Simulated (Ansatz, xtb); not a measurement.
Stretching the B1–I3 bond in BHI2 (SMILES IBI) (multiplicity 1 held, fragments rigid). Energies count from the point at 2.114 Å.
Geometry at that point (charge 0, multiplicity 1):
```xyz
4

B     -0.704    -0.427    -0.464
H     -1.583    -0.960    -1.043
I     -0.404     1.643    -0.767
I      0.501    -1.585     0.830
```

R- and RO- levels are restricted; in cc, def2 and unpolarised 6-31G sets they are followed outwards from rest. Active spaces are followed from a long bond inwards. Levels need not reach the same state.

Cores are frozen in the correlated methods. Filled d and f shells under p-block atoms count as core.

The values were computed with Ansatz (Gaussian orbitals); xtb for the GFN methods. Values without a source in brackets are computed. In def2 rows elements past Kr take small-core potentials, without spin–orbit coupling. The GFN methods have no spin term and hold the electronic entropy of 300 K.

### Question
Estimate the energy at R = 6.763 Å that GFN2-xTB returns for this input.

### Answer
92.9 kcal/mol

### Question
Predict the energy at R = 6.763 Å from FIC-MRCISD+Q on CASSCF(6,4)/def2-SVP.

### Answer
83.1 kcal/mol

### Question
Predict the energy at R = 6.763 Å from R-MP2/def2-SVP.

### Answer
101.2 kcal/mol

Doubts at one or more of the structures used: a restricted determinant that unrestricted orbitals would lower (R-MP2/def2-SVP); active orbitals that take no part (FIC-MRCISD+Q on CASSCF(6,4)/def2-SVP).

Ansatz is a first-principles code.
